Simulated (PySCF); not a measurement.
Working out the ionisation energy of Ar⁺

Ar⁺ [Ne] 3s2 3p5 (2P) → Ar²⁺ [Ne] 3s2 3p4 (3P). Calculation: PySCF 2.14, in aug-cc-pVQZ-DK; the spin-free X2C one-electron Hamiltonian (Gaussian nucleus). Frozen: [Ne]. Energies in hartree (1 hartree = 27.21139 eV):

| part | Ar⁺ (lower) | Ar²⁺ (upper) |
| --- | --- | --- |
| UHF | -528.091810 | -527.123180 |
| CCSD correlation | -0.208142 | -0.167579 |
| (T) | -0.006477 | -0.004863 |

**Question.** What does Hartree-Fock give?

**Answer.** (-527.123180) − (-528.091810) = 0.968630 hartree = 26.358 eV.

**Question.** What do CCSD and CCSD(T) give?

**Answer.** The CCSD correlation energies differ by 0.040563 hartree = 1.104 eV and the triples by 0.001614 hartree = 0.044 eV, so CCSD gives 27.462 eV and CCSD(T) 27.506 eV.

A first-order spin-orbit estimate adds -0.006 eV to CCSD(T) (valence), giving 27.500 eV against 27.630 eV (measured; NIST Atomic Spectra Database, ionization energies).

What remains against the reference includes basis incompleteness, the frozen core and higher excitations.
